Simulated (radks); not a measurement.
Excited configurations of the calcium ion Ca2+: one electron is placed in a higher orbital outside [Ne] 3s2 3p5. The ground configuration is [Ar]. Calculated with a radial shooting solver on a logarithmic mesh with Libxc functionals: non-relativistic Kohn-Sham, r2SCAN, spin-polarised, spherical densities, point nucleus; open shells are filled with parallel spins first; meta-GGA in the generalised Kohn-Sham scheme. Excitation = E - E(ground); binding = E(ion) - E, where the ion is the core of charge +3; n* = 3/sqrt(2 binding) in atomic units, and the quantum defect is n - n*.

3d: excitation (eV) 27.276; binding (eV) 24.181; n* 2.250; eigenvalue (eV) -17.843; <r> (bohr) 1.625
4p: excitation (eV) 35.191; binding (eV) 16.266; n* 2.744; eigenvalue (eV) -13.947; <r> (bohr) 3.563
4d: excitation (eV) 40.655; binding (eV) 10.802; n* 3.367; eigenvalue (eV) -8.968; <r> (bohr) 4.764
4f: excitation (eV) 43.841; binding (eV) 7.617; n* 4.010; eigenvalue (eV) -6.140; <r> (bohr) 5.928
5d: excitation (eV) 44.997; binding (eV) 6.461; n* 4.354; eigenvalue (eV) -5.504; <r> (bohr) 8.618
6p: excitation (eV) 45.976; binding (eV) 5.482; n* 4.726; eigenvalue (eV) -4.776; <r> (bohr) 11.07
6d: excitation (eV) 47.150; binding (eV) 4.308; n* 5.332; eigenvalue (eV) -3.717; <r> (bohr) 13.46
6f: excitation (eV) 47.939; binding (eV) 3.519; n* 5.899; eigenvalue (eV) -3.009; <r> (bohr) 15.60
7d: excitation (eV) 48.379; binding (eV) 3.079; n* 6.307; eigenvalue (eV) -2.678; <r> (bohr) 19.27
7f: excitation (eV) 48.855; binding (eV) 2.602; n* 6.860; eigenvalue (eV) -2.248; <r> (bohr) 21.93

The Delta-SCF ionisation energy is 51.457 eV (NIST Atomic Spectra Database: 50.913 eV, measured). Self-interaction in the functional shifts the binding energies and quantum defects, so they are the method's values and not measured ones. Open shells are spherical and high-spin; term and fine-structure splittings are not resolved.
